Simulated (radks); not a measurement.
Values are calculated unless marked as measured or tabulated.
Question: The mean radii <r> (bohr) of the occupied orbitals of an atom or ion are listed with their occupations. Level of theory: scalar-relativistic Kohn-Sham, SCAN, spin-polarised, spherical densities, finite nucleus; meta-GGA in the generalised Kohn-Sham scheme; Fermi nuclear charge, rms radius of each element as measured or else 0.836 A^(1/3) + 0.57 fm (a radial shooting solver on a logarithmic mesh with Libxc functionals).

| orbital | occ. | <r> |
|---|---|---|
| 1s up | 1 | 0.02503 |
| 1s down | 1 | 0.02501 |
| 2s up | 1 | 0.1041 |
| 2s down | 1 | 0.1043 |
| 2p up | 3 | 0.09064 |
| 2p down | 1 | 0.09090 |
| 4p up | 1 | 0.4448 |

Name the element and its charge. Open shells, if any, are filled with parallel spins first.

Answer: Z = 57, lanthanum, charge +48: La48+ in [He] 2s2 2p4 4p1. The 1s radius gives Z: for a bare nucleus <r> = (2 gamma + 1)/(2Z) with gamma = sqrt(1 - (Z/c)^2), 0.02473 bohr for Z = 57, and screening makes it slightly larger (0.02503 here). The occupations add up to 9, and the charge is Z minus that.
